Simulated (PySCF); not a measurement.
Excitations are Tamm–Dancoff values on a coarser integration grid. The basis has no diffuse functions, so Rydberg states are missing or too high.

Z-matrix (Å, degrees):
```
C
H 1 1.0933
H 1 1.0934 2 107.95
C 1 1.4863 2 111.44 3 -122.38
C 4 1.3265 1 124.26 2 -9.69
H 5 1.0836 4 121.58 1 -178.71
H 5 1.0858 6 117.06 4 179.52
H 4 1.0873 5 119.88 6 -1.21
S 1 1.8139 2 109.50 3 112.98
C 9 1.7950 1 99.91 2 57.99
H 10 1.0903 9 106.83 1 175.91
H 10 1.0910 11 109.03 9 120.09
H 10 1.0918 11 108.86 12 119.74
```
Charge 0, spin multiplicity 1.

Problem. Predict the LUMO, S1 excitation (TDA) and HOMO from PySCF with PBE0-D4/def2-TZVP.

Solution. 
```json
{
  "LUMO": "0.00 eV",
  "S1 excitation (TDA)": "5.14 eV",
  "HOMO": "-6.34 eV"
}
```
